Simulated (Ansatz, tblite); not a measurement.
Forces on Cs₃Cl₃ at its PBE0-D4/def2-SVP geometry. Total charge 0; singlet.

In the def2 sets Cs takes a core potential; there is no spin–orbit coupling. The xTB rows come from tblite. Another isomer (singlet) lies 0.02 eV lower at PBE0-D4/def2-TZVP; other spin states weren't run for this one.

GFN1-xTB (tblite), largest force 0.37 eV/Å:

```xyz
6
positions Å, forces eV/Å
Cs   -1.913    2.963   -0.278    0.304   -0.202   -0.052
Cs   -1.027   -2.954    1.647    0.243    0.207   -0.182
Cs    1.621   -0.099   -1.033   -0.199    0.047    0.228
Cl    1.941   -2.773    0.775   -0.158    0.061   -0.041
Cl    1.054    3.094   -1.165   -0.130   -0.112    0.019
Cl   -1.677   -0.231    0.054   -0.060   -0.001    0.029
```

GFN2-xTB (tblite), largest force 0.25 eV/Å:

```
Cs 0.171 -0.038 -0.061
Cs 0.159 0.041 -0.082
Cs -0.051 0.039 0.134
Cl -0.203 0.128 -0.064
Cl -0.154 -0.188 0.044
Cl 0.079 0.019 0.028
```

PBE-D4/def2-TZVP (Ansatz), largest force 0.06 eV/Å:

```
Cs 0.002 0.012 -0.001
Cs 0.001 -0.010 0.009
Cs 0.025 -0.003 -0.041
Cl 0.002 -0.048 0.033
Cl -0.014 0.055 0.000
Cl -0.016 -0.006 -0.001
```
